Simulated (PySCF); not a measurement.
# Simulated absorption spectrum

Compound: C2H9F3Ge3.
InChI=1S/C2H9F3Ge3/c3-2(4,5)1-7-8-6/h1,7-8H2,6H3

Method used: TDDFT wB97X-D/def2-SVPD, vertical, gas phase, core orbitals frozen in the response in PySCF 2.14.0, density-fitted response routines. One conformer (not necessarily the lowest) at the PBE0-D3(BJ)/def2-SVP geometry, without solvent, vibrations or thermal averaging. Relativistic effects, spin–orbit coupling among them, are left out although an element past zinc is present. Torsions of this conformer, `[F:1][C:2]([F:3])([F:4])[CH2:5][GeH2:6][GeH2:7][GeH3:8]`: F1–C2–C5–Ge6 175°, C2–C5–Ge6–Ge7 51°, C5–Ge6–Ge7–Ge8 52°.

Computed states:

| state | E (eV) | f |
| --- | --- | --- |
| S1 | 6.92 | 0.376 |
| S2 | 7.14 | 0.0013 |
| S3 | 7.22 | 0.214 |
| S4 | 7.30 | 0.068 |
| S5 | 7.55 | 0.061 |
| S6 | 7.63 | 0.239 |
| S7 | 7.73 | 0.041 |
| S8 | 7.88 | 0.151 |
| S9 | 7.98 | 0.117 |
| S10 | 8.08 | 0.055 |

Broadening: Gaussians 0.4 eV wide at half height, area fixed by f = 4.319×10⁻⁹ ∫ε dν̃. The width is an assumption, not a result. The curve ends short of the highest state used, and states not computed would add to its high-energy end.

Task: What does the envelope look like, and where are its maxima?

Result: 
(E (eV), ε (L mol⁻¹ cm⁻¹)): (6.32, 45), (6.36, 101), (6.40, 215), (6.44, 434), (6.48, 826), (6.52, 1490), (6.56, 2542), (6.60, 4104), (6.64, 6276), (6.68, 9089), (6.72, 12477), (6.76, 16248), (6.80, 20103), (6.84, 23677), (6.88, 26627), (6.92, 28712), (6.96, 29851), (7.00, 30137), (7.04, 29781), (7.08, 29041), (7.12, 28130), (7.16, 27174), (7.20, 26214), (7.24, 25253), (7.28, 24317), (7.32, 23489), (7.36, 22911), (7.40, 22734), (7.44, 23056), (7.48, 23870)

Maxima: 177 nm (7.00 eV), ε about 30000, made up of S1 (77%) and S3 (20%) (ε in L mol⁻¹ cm⁻¹; maxima over ε = 5, shares over 10%). At its high-energy end, 7.48 eV, the curve is still rising (ε about 24000, from S3, S4, S5 and S6).

Task: On this curve, what absorbance would a 10⁻³ mol/L sample give at 193 nm over a 1 cm path?

Result: 193 nm is 6.424 eV, where ε is about 330 L mol⁻¹ cm⁻¹, so A = ε c l ≈ 0.33 (Beer–Lambert, with the gas-phase spectrum and the assumed width).

Task: Does any computed singlet lie in the visible range?

Result: No computed singlet lies in the visible range (380 to 750 nm); the lowest, at 179 nm, stands 3.66 eV above its violet end (3.26 eV).

Task: Coming from long wavelengths, where does ε first pass 100 L mol⁻¹ cm⁻¹?

Result: At about 195 nm (6.36 eV), 0.56 eV below S1.

The vertical ionisation energy (ΔSCF) is 9.67 eV, 1.59 eV above S10.

Without π bonds the low states are Rydberg-like; a valence basis with one diffuse set may place them up to an eV too high.
